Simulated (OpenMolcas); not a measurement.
# How basis sets differ on InH2F (SMILES [F][InH2])

InH2F has 4 atoms, charge 0, and is taken as a singlet. SMILES: `[F][InH2]`. The coordinates come from a PBE0-D4/def2-TZVP relaxation.

Quantity: the HOMO–LUMO gap, in eV. The values are calculated.

| level | kind | program | value (eV) | CPU time |
| --- | --- | --- | --- | --- |
| HF/STO-3G | Hartree–Fock | OpenMolcas | 14.36 | 2.3 s |
| HF/3-21G | Hartree–Fock | OpenMolcas | 12.43 | 2.6 s |
| HF/def2-SVP (core potential) | Hartree–Fock | OpenMolcas | 12.56 | 2.9 s |
| HF/def2-TZVP (core potential) | Hartree–Fock | OpenMolcas | 12.37 | 11 s |

All-electron rows without a relativistic Hamiltonian named are non-relativistic, while core potentials hold scalar relativity, so basis and relativity change together. The values span 12.37 to 14.36 eV. A Hartree–Fock LUMO above zero doesn't converge with the basis: it sinks as sets grow more diffuse. Orbital gaps aren't excitation energies. Times are those of the runs behind each value, whatever else they computed, on shared processors of several kinds: orders of magnitude only.
